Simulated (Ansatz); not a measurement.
Ansatz (a first-principles code) input (CCSD(T)/aug-cc-pVDZ):

Ansatz 0.2 input:
```yaml
crystal:
  periodic: [false, false, false]
  atoms:
    - {symbol: Ge, position_ang: [0.00559129, -0.00748986, 0.80649984]}
    - {symbol: Br, position_ang: [1.12296213, -1.68990118, -0.39221431]}
    - {symbol: Br, position_ang: [-1.12807417, 1.69674905, -0.34515697]}
basis:
  gaussian:
    orbitals: aug-cc-pVDZ
magnetization: {spin_polarized: true, initial_magnetization: 2}
correlation: {method: ccsd_t, electrons: outside_noble_gas}
output: {forces: true}
```

End of the output:

```
cycle   5  -8.89755096 eV  change   -2.6e-4 eV  update   6.4e-4
cycle   6  -8.89782216 eV  change   -2.7e-4 eV  update   3.4e-4
cycle   7  -8.89784706 eV  change   -2.5e-5 eV  update   1.3e-4
cycle   8  -8.89784403 eV  change    3.0e-6 eV  update   5.1e-5
cycle   9  -8.89783640 eV  change    7.6e-6 eV  update   1.9e-5
cycle  10  -8.89783451 eV  change    1.9e-6 eV  update   7.8e-6
cycle  11  -8.89783393 eV  change    5.8e-7 eV  update   3.4e-6
cycle  12  -8.89783314 eV  change    7.9e-7 eV  update   1.4e-6
perturbative correction -0.30108721 eV, -0.0110647510 hartree
the calculation of the forces begins
Total energy: -196479.26030238 eV, -7220.4796376867 hartree
Atom 0 at     0.005591    -0.007490     0.806500 Å, force     0.000384    -0.000514     0.055349 eV/Å
Atom 1 at     1.122962    -1.689901    -0.392214 Å, force     0.030920    -0.046550    -0.028325 eV/Å
Atom 2 at    -1.128074     1.696749    -0.345157 Å, force    -0.031304     0.047064    -0.027024 eV/Å
Dipole moment:     0.001342    -0.001798     0.193563 e Å
```

This is an excited triplet: at this geometry the singlet lies 2.15 eV lower at RI-MP2/CBS(aug-cc-pVTZ,aug-cc-pVQZ)+[CCSD(T)-MP2]/aug-cc-pVTZ.
